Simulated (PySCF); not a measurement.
Geometry:
| atom | x (Å) | y (Å) | z (Å) |
| --- | --- | --- | --- |
| Si1 | 0.197 | -0.789 | -0.662 |
| O2 | -0.743 | -1.518 | 0.494 |
| O3 | -0.671 | -0.906 | -2.063 |
| O4 | 1.650 | -1.503 | -0.974 |
| N5 | 0.541 | 0.789 | -0.080 |
| Si6 | -0.291 | 1.605 | 1.213 |
| H7 | -0.371 | -1.573 | 1.379 |
| H8 | -1.623 | -0.809 | -1.980 |
| H9 | 1.614 | -2.213 | -1.622 |
| H10 | 1.328 | 1.275 | -0.500 |
| H11 | -0.141 | 0.895 | 2.525 |
| H12 | 0.298 | 2.970 | 1.345 |
| H13 | -1.758 | 1.726 | 0.948 |

- structure optimised with PBE0-D3(BJ)/def2-SVP
- shielding tensors at KT2/pcSseg-1 (GIAO)
- run in PySCF
- one conformer, gas phase, non-relativistic Hamiltonian, averaged over atoms made equivalent by symmetry, fast rotation or ring inversion

Shifts are taken against calculated references (same method and geometry level): TMS for 1H (σ = 31.18 ppm) and 29Si (σ = 361.05 ppm); 17O (σ = 330.66 ppm) vs H2O; 15N (σ = 264.30 ppm) vs NH3.

| atoms | nucleus | count | δ (ppm) |
| --- | --- | --- | --- |
| N5 | 15N | 1 | 16.6 |
| H11/H12/H13 | 1H | 3 | 4.67 |
| O2/O3/O4 | 17O | 3 | ? |
| H7/H8/H9 | 1H | 3 | ? |
| Si1 | 29Si | 1 | -52.4 |
| H10 | 1H | 1 | 0.30 |
| Si6 | 29Si | 1 | -55.6 |

Question: Complete the table.

Answer: 
- H7/H8/H9: 1.71 ppm, hydrogen on an oxygen bonded to Si
- O2/O3/O4: 56.5 ppm, oxygen bonded to Si, H

OH/NH shifts are gas-phase values; hydrogen bonding in solution moves them, usually downfield. Experimental scales use liquid or dissolved standards, which lie at an offset from isolated NH3 (liquid NH3: subtract about 20 ppm) and H2O (liquid H2O: subtract about 36 ppm).
